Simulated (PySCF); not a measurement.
**Electron correlation in Dy²⁺ (dysprosium, charge +2)**

[Xe] 4f9 6p1, one real determinant (an excited configuration). Computed with PySCF 2.14 in cc-pVDZ-X2C, with scalar relativity by spin-free X2C-1e. Frozen: [Kr] 4d10; 18 electrons correlated.

MP2 pair energies summed by pair of shells (mhartree):

```json
{"pair": "4f-4f", "energy": "-190.17", "share (%)": "35.0"}
{"pair": "4f-5p", "energy": "-152.46", "share (%)": "28.0"}
{"pair": "5p-5p", "energy": "-117.24", "share (%)": "21.6"}
{"pair": "4f-5s", "energy": "-30.60", "share (%)": "5.6"}
{"pair": "5s-5p", "energy": "-28.95", "share (%)": "5.3"}
{"pair": "5p-6p", "energy": "-13.38", "share (%)": "2.5"}
{"pair": "5s-5s", "energy": "-5.74", "share (%)": "1.1"}
{"pair": "4f-6p", "energy": "-4.46", "share (%)": "0.8"}
{"pair": "5s-6p", "energy": "-0.62", "share (%)": "0.1"}
```

Total MP2 correlation energy: -543.62 mhartree.

Same-spin part -224.83 and opposite-spin part -318.79 mhartree; SCS-MP2 scales them by 1/3 and 6/5 to -457.49 mhartree.

The reference is one real determinant that mixes LS terms of this configuration.
